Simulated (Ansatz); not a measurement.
`[Cl][Ge]([Cl])([Cl])[I]` + H–F → `[F][Ge]([Cl])([Cl])[Cl]` + HI  (ligand exchange at a Ge–I bond)

Calculated with Ansatz (gas phase, PBE0-D4/def2-TZVP geometries, no zero-point term in ΔE). CCSD(T)/CBS is the MP2 limit (def2-TZVPP, def2-QZVPP) plus CCSD(T) − MP2 in def2-TZVPP, frozen cores. This one scheme is used for every species. Functionals use def2-TZVPP. B3LYP here is the variant with VWN-RPA as its local correlation; programs differ in this. def2 core potentials past Kr. For Ge, I outer-core shells are correlated without core-valence functions, which leaves a few kJ/mol of doubt a bond. Scalar relativity is left out up to krypton.

`[Cl][Ge]([Cl])([Cl])[I]`:

Z-matrix (Å, degrees):
```
Ge
Cl 1 2.124
Cl 1 2.124 2 108.3
I 1 2.477 2 110.6 3 121.3
Cl 1 2.124 2 108.3 3 -117.3
```

H–F:

Cartesian coordinates in Å:
```
F -0.336 -0.199 -0.242
H 0.336 0.199 0.242
```

`[F][Ge]([Cl])([Cl])[Cl]`:

Z-matrix (Å, degrees):
```
Ge
F 1 1.711
Cl 1 2.106 2 107.7
Cl 1 2.106 2 107.7 3 120.0
Cl 1 2.106 2 107.7 3 -120.0
```

HI:

Cartesian coordinates in Å:
```
I -0.092 -0.650 -0.466
H 0.092 0.650 0.466
```

CCSD(T)/CBS gives +27.2 kJ/mol.

Another level gave +28.1 kJ/mol. Which?
A. HF/def2-TZVPP
B. MP2/def2-TZVPP
C. SCS-MP2/def2-TZVPP
D. B3LYP/def2-TZVPP

B. MP2/def2-TZVPP 28.1, B3LYP 8.7, HF/def2-TZVPP -1.7, SCS-MP2/def2-TZVPP 17.2 kJ/mol.

Largest T1 diagnostic among the species: 0.010.

From r2SCAN to r2SCAN0 (25 % exact exchange), in def2-TZVPP and without D4, ΔE moves by +4.5 kJ/mol. At CCSD(T), def2-SVP lies −30.6 kJ/mol from the extrapolated value and def2-TZVPP −13.4 kJ/mol.
